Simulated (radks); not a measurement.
Values are calculated unless marked as measured or tabulated.
Task: Valence configurations of neutral cadmium (all share [Kr]). Code: a radial shooting solver on a logarithmic mesh with Libxc functionals. Model: Dirac Kohn-Sham, PBE, spin-unpolarised, spherical densities, point nucleus; open shells are shared between the two j in proportion to 2j + 1. Order these by energy: 4d10 5s2; 4d9 5s0.5 5p2.5; 4d8 5s2 5p2; 4d9 5s2 5p1; 4d9 5s1 5p2; 4d10 5p2; 4d10 5s1.5 5p0.5; 4d9 5s1.5 5p1.5; 4d10 5s1 5p1; 4d9.5 5s2 5p0.5.

Result: From the lowest, in eV above it: 4d10 5s2 0.000; 4d10 5s1.5 5p0.5 2.281; 4d10 5s1 5p1 4.659; 4d9.5 5s2 5p0.5 5.795; 4d10 5p2 9.656; 4d9 5s2 5p1 12.637; 4d9 5s1.5 5p1.5 15.404; 4d9 5s1 5p2 18.237; 4d9 5s0.5 5p2.5 21.131; 4d8 5s2 5p2 29.427. NIST lists [Kr] 4d10 5s2 as the ground configuration; this level of theory agrees among the configurations tried. The energies are those of spherical spin-averaged densities, not of single terms.
